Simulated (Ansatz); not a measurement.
Two members of one family ([LnCl6]3-), computed with Ansatz in the gas phase; def2 core potentials for Nd, Pr, no spin–orbit coupling. The two geometries come from different levels. HOMO and LUMO are taken over both spins. With an open 4f shell the SCF may have ended above the lowest state. Levels of anions in sets without diffuse functions are rough. The structures are stationary points that may keep the symmetry of their start. Remarks come from the PBE and PBE0 runs and from stability tests at other levels; not every state was tested. A HOMO above zero means that the electron is unbound at that level and held by the basis, or that self-interaction error raises the level; the energy of removing that electron tells which.

First: [PrCl6]3- (triplet, charge -3, PBE0-D4/def2-SVP geometry).

Cartesian coordinates in Å:
```
Pr 0.000 0.000 0.000
Cl -0.236 -2.016 -1.928
Cl 0.236 2.016 1.928
Cl 2.443 -1.082 0.832
Cl -2.443 1.082 -0.832
Cl -1.350 -1.620 1.859
Cl 1.350 1.620 -1.859
```

| level | HOMO (eV) | LUMO (eV) | gap (eV) |
| --- | --- | --- | --- |
| PBE-D4/def2-SVP | 7.23 | 7.81 | 0.57 |
| PBE-D4/def2-TZVP | 6.21 | 6.78 | 0.57 |
| r2SCAN-D4/def2-TZVP | 5.55 | 6.95 | 1.40 |
| PBE0-D4/def2-SVP | 3.98 | 9.86 | 5.88 |
| PBE0-D4/def2-TZVP | 3.17 | 8.91 | 5.74 |

Metal–donor distances: 6 × Cl 2.80 to 2.81 Å. Remarks: HOMO above zero at PBE or PBE0.

Second: [NdCl6]3- (quartet, charge -3, PBE-D4/def2-SVP geometry).

```tsv
atom	x (Å)	y (Å)	z (Å)
Nd1	0.000	0.001	0.000
Cl2	2.750	-0.414	-0.257
Cl3	-2.750	0.417	0.261
Cl4	-0.232	0.172	-2.779
Cl5	0.231	-0.176	2.778
Cl6	0.431	2.757	0.137
Cl7	-0.430	-2.757	-0.140
```

**Question.** Estimate the same table for the second.

**Answer.** 
| level | HOMO (eV) | LUMO (eV) | gap (eV) |
| --- | --- | --- | --- |
| PBE-D4/def2-SVP | 6.20 | 7.51 | 1.30 |
| PBE-D4/def2-TZVP | 5.29 | 6.60 | 1.31 |
| r2SCAN-D4/def2-TZVP | 4.38 | 7.08 | 2.70 |
| PBE0-D4/def2-SVP | 3.99 | 9.53 | 5.54 |
| PBE0-D4/def2-TZVP | 3.18 | 8.77 | 5.59 |

Metal–donor distances: 6 × Cl 2.79 Å. Remarks: HOMO above zero at PBE or PBE0.
